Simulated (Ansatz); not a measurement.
Isolated molecules relaxed with PBE0-D4/def2-TZVP in Ansatz; ΔE leaves out vibrations. CCSD(T)/CBS is the MP2 limit (def2-TZVPP, def2-QZVPP) plus CCSD(T) − MP2 in def2-TZVPP, frozen cores. This one scheme is used for every species. DFT in def2-TZVPP. B3LYP here is the variant with VWN-RPA as its local correlation; programs differ in this. One conformer a species, not always the lowest.

Consider the formal exchange of groups at the Si–Si bond: `O[Si@H](F)[Si@H](O)F` + SiH₄ → `O[SiH](F)[SiH3]` + `O[SiH2]F`.

`O[Si@H](F)[Si@H](O)F`:

```xyz
10

O    -0.757   -1.338   -1.362
Si    0.640   -0.613   -0.902
F     1.715   -1.707   -0.439
Si    0.235    0.813    0.940
O    -1.370    0.851    1.271
F     0.761    2.274    0.545
H    -1.287   -1.773   -0.692
H     1.159    0.039   -2.125
H     0.884    0.429    2.212
H    -1.981    1.025    0.552
```

SiH₄:

Z-matrix (Å, degrees):
```
Si
H 1 1.485
H 1 1.485 2 109.5
H 1 1.485 2 109.5 3 -120.0
H 1 1.485 2 109.5 3 120.0
```

`O[SiH](F)[SiH3]`:

Z-matrix (Å, degrees):
```
Si
F 1 1.603
Si 1 2.339 2 109.3
O 1 1.636 2 110.2 3 117.2
H 1 1.488 2 105.0 3 -123.8
H 3 1.487 1 109.5 2 -177.0
H 3 1.486 1 110.3 2 62.6
H 3 1.487 1 109.6 2 -57.8
H 4 0.959 1 118.9 2 71.5
```

`O[SiH2]F`:

```xyz
6

O    -0.054    1.065   -0.695
Si    0.130   -0.367    0.061
F    -1.278   -1.092    0.261
H    -0.451    1.796   -0.219
H     0.956   -1.203   -0.828
H     0.698   -0.199    1.419
```

```
               species  B3LYP-D4 energy (Eh)
`O[Si@H](F)[Si@H](O)F`            -931.99542
                  SiH₄            -291.91967
     `O[SiH](F)[SiH3]`            -757.32418
            `O[SiH2]F`            -466.59584
```

(1) Work out ΔE.

(2) What do rigid-rotor, harmonic-oscillator terms from PBE0-D4/def2-TZVP frequencies (298.15 K, 1 bar) make of the CCSD(T)/CBS value? (Estimate.)

Largest T1 diagnostic among the species: 0.013.

## Answers

(1) ΔE = (-757.32418) + (-466.59584) − (-931.99542) − (-291.91967) = -0.00493 Eh = -12.9 kJ/mol. CCSD(T)/CBS gives -18.4 kJ/mol.

(2) Ansatz gave: ΔZPE = +2.1 kJ/mol, ΔH = -18.1 kJ/mol, ΔS = 26 J/(mol·K), ΔG = -25.7 kJ/mol. Modes under 50 cm⁻¹ make the entropy rough.

From BLYP to BHLYP (50 % exact exchange), in def2-TZVPP and without D4, ΔE moves by −5.0 kJ/mol. The D4 term adds +3.3 kJ/mol with B3LYP and +2.0 kJ/mol with PBE0; it sums over pairs of atoms, weighted by their polarisabilities, and B3LYP, whose exchange is more repulsive, gets the larger term.
